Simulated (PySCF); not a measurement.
# Cost of response and excited-state runs on SMILES C=C=CB(F)F, C3H3BF2

Mapped SMILES: `[CH2:1]=[C:2]=[CH:3][B:4]([F:5])[F:6]`. Hydrogens are named by the atom that carries them.

PySCF with density fitting, on 1 thread of an Arm Neoverse V1, shared host. Command: `OMP_NUM_THREADS=1 python excited_run.py task.json out`

Q: How long does each of these runs take, and how much memory?
- first hyperpolarisability, wB97X-D/def2-SVPD; wavelengths [1907, 1064] nm
- excited states, PBE0/def2-SVPD; Tamm-Dancoff; spin-orbit couplings; 5 states; 6 triplets; quadratic response for 4 states
- excited states, wB97X-D/def2-SVPD; two-photon moments; 6 states; quadratic response for 5 states; 0 triplets

A: 
| run | level | basis functions | wall time | peak memory (GiB) |
| --- | --- | --- | --- | --- |
| first hyperpolarisability | wB97X-D/def2-SVPD | 150 | 12 s | 0.54 |
| excited states | PBE0/def2-SVPD | 150 | 12 s | 0.53 |
| excited states | wB97X-D/def2-SVPD | 150 | 15 s | 0.55 |

Times from a shared host are rough.
